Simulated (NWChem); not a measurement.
Molecule: GeH₃TeCl; SMILES Cl[Te][GeH3]

```xyz
6

Te     0.6231    -0.6401     0.3949
Cl    -1.3870    -1.5993    -0.5325
Ge    -0.2709     1.7692     0.0820
H     -0.5340     2.0255    -1.4224
H     -1.5713     1.9444     0.9046
H      0.8475     2.7064     0.6136
```
Atoms are numbered in this order, from 1.

Level: PBE-D3(BJ)/def2-SVP with def2 effective core potentials on Te (NWChem), optimised geometry, unscaled harmonic frequencies. def2 effective core potentials on Te; no spin-orbit coupling.

Task: List the harmonic frequencies with IR intensities, and the thermochemistry.

Result: 
```csv
frequency (cm⁻¹),IR intensity (km/mol)
77,0.9
102,0.0
222,2.4
348,14.9
470,6.3
487,2.9
758,257.6
828,31.2
847,30.6
2065,71.1
2092,70.5
2096,79.0
```

```json
{
  "zero_point_energy": "14.8 kcal/mol",
  "thermal correction to the enthalpy at 298.15 K (with zero-point energy)": "19.2 kcal/mol",
  "heat capacity Cv": "17.8 cal/(mol K)",
  "entropy at 298.15 K and 1 atm (symmetry number 1)": "83.6 cal/(mol K)"
}
```

Rigid rotor and harmonic oscillator; modes under 100 cm⁻¹ make the entropy uncertain.
